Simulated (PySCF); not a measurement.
Excited states of Ce⁴⁺ (cerium, charge +4)

Ground state [Xe], ¹S. All numbers are calculated (PySCF 2.14, scalar relativity through the core potential, in def2-TZVP with the def2 core potential (28 electrons)). Vertical excitation energies in eV without spin-orbit coupling; excited terms of each kind are numbered among those the solver found. Frozen: 4s2 4p6.

```json
{"term": "1 3D", "leading excitation": "5p → f", "EOM-EE-CCSD": "16.034"}
{"term": "1 3G", "leading excitation": "5p → f", "EOM-EE-CCSD": "16.656"}
{"term": "1 1G", "leading excitation": "5p → f", "EOM-EE-CCSD": "17.388"}
{"term": "1 1F", "leading excitation": "5p → f", "EOM-EE-CCSD": "17.985"}
{"term": "1 3F", "leading excitation": "5p → f", "EOM-EE-CCSD": "18.117"}
{"term": "1 1D", "leading excitation": "5p → f", "EOM-EE-CCSD": "18.468"}
{"term": "1 3P°", "leading excitation": "5p → d", "EOM-EE-CCSD": "23.154"}
{"term": "1 3F°", "leading excitation": "5p → d", "EOM-EE-CCSD": "23.958"}
{"term": "1 1D°", "leading excitation": "5p → d", "EOM-EE-CCSD": "25.175"}
{"term": "1 3D°", "leading excitation": "5p → d", "EOM-EE-CCSD": "25.359"}
{"term": "1 1F°", "leading excitation": "5p → d", "EOM-EE-CCSD": "25.543"}
{"term": "1 1P°", "leading excitation": "5p → d", "EOM-EE-CCSD": "30.639"}
```

The spin-orbit splitting of the hole, absent here, rivals or exceeds the spacing of these terms, so the LS terms are model states.

The solver can miss terms.
